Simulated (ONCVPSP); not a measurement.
## germanium (Ge): excitation energies, all-electron against ONCV

germanium (Ge), optimised norm-conserving Vanderbilt (ONCV), made with ONCVPSP 4.0.1 (PW91, scalar-relativistic). Core [Ne], reference 3s2 3p6 3d10 4s1.5 4p2.5. Waves: 3s+4s: rc 1.25 bohr, ncon 4, nbas 7, qcut 9.5 1/bohr, 3 projectors, debl 1.6 Ha; 3p+4p: rc 0.90 bohr, ncon 4, nbas 7, qcut 19.1 1/bohr, 2 projectors; 3d: rc 1.35 bohr, ncon 3, nbas 8, qcut 14.1 1/bohr, 2 projectors, debl 3.8 Ha. Local part: polynomial inside 0.55 bohr (lpopt 5, dvloc0 -1 Ha). Core correction: Teter function, fcfact 5.5, rcfact 1.1.

Energies are relative to the spin-unpolarised reference configuration 3s2 3p6 3d10 4s1.5 4p2.5; without spin polarisation the order of configurations can differ from experiment.

```csv
valence configuration,charge,ΔE all-electron (eV),error AE − PS (meV)
3s2 3p6 3d10 4s2 4p2,0,-3.967,+0.3
3s2 3p6 3d10 4s2 4p1,+1,3.535,0.0
3s2 3p6 3d10 4s2 4p0,+2,19.060,-0.8
```

Task: What are ΔE and the potential's error for 3s2 3p6 3d10 4s2 4p1.5?

Result: ΔE = -1.139 eV all-electron; the error (AE − PS) is +0.2 meV.

Levels in the configuration 3s2 3p6 3d10 4s2 4p0:

| level | all-electron (eV) | pseudo (eV) |
| --- | --- | --- |
| 3s | -188.481 | -188.475 |
| 3p | -135.669 | -135.669 |
| 3d | -49.322 | -49.328 |
| 4s | -29.366 | -29.363 |
